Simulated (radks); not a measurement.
The nuclear charge of the ytterbium ion Yb+ is varied continuously with 69 electrons held in [Xe] 4f14 6s1. Calculated with a radial shooting solver on a logarithmic mesh with Libxc functionals: scalar-relativistic Kohn-Sham, PBE, spin-polarised, spherical densities, finite nucleus; open shells are filled with parallel spins first (spin-orbit coupling, left out, can overturn this in heavy ions); Fermi nuclear charge, rms radius 5.3108 fm. By the Hellmann-Feynman theorem dE/dZ = E(electron-nucleus)/Z, the electronic potential at the nucleus (averaged over a nucleus of fixed radius). The scalar-relativistic energy here is not variational (the density holds large components alone), so the two differ by a part that grows with Z.

Z = 69.5: E (hartree) -13810.5240; E(electron-nucleus)/Z (hartree) -488.743; HOMO 4f; e(HOMO) (eV) -2.934; <r> HOMO (bohr) 0.8322
Z = 69.75: E (hartree) -13933.8777; E(electron-nucleus)/Z (hartree) -491.411; HOMO 4f; e(HOMO) (eV) -6.107; <r> HOMO (bohr) 0.8052
Z = 70: E (hartree) -14057.9086; E(electron-nucleus)/Z (hartree) -494.073; HOMO 6s; e(HOMO) (eV) -9.625; <r> HOMO (bohr) 3.526
Z = 70.25: E (hartree) -14182.6161; E(electron-nucleus)/Z (hartree) -496.733; HOMO 6s; e(HOMO) (eV) -11.567; <r> HOMO (bohr) 3.385
Z = 70.5: E (hartree) -14307.9997; E(electron-nucleus)/Z (hartree) -499.392; HOMO 6s; e(HOMO) (eV) -13.616; <r> HOMO (bohr) 3.261
Z = 70.75: E (hartree) -14434.0597; E(electron-nucleus)/Z (hartree) -502.051; HOMO 6s; e(HOMO) (eV) -15.764; <r> HOMO (bohr) 3.150
Z = 71: E (hartree) -14560.7963; E(electron-nucleus)/Z (hartree) -504.712; HOMO 6s; e(HOMO) (eV) -18.005; <r> HOMO (bohr) 3.050

The central difference of E at Z = 70 is -497.477 hartree, to compare with the third column; the second derivative is -10.8 hartree.
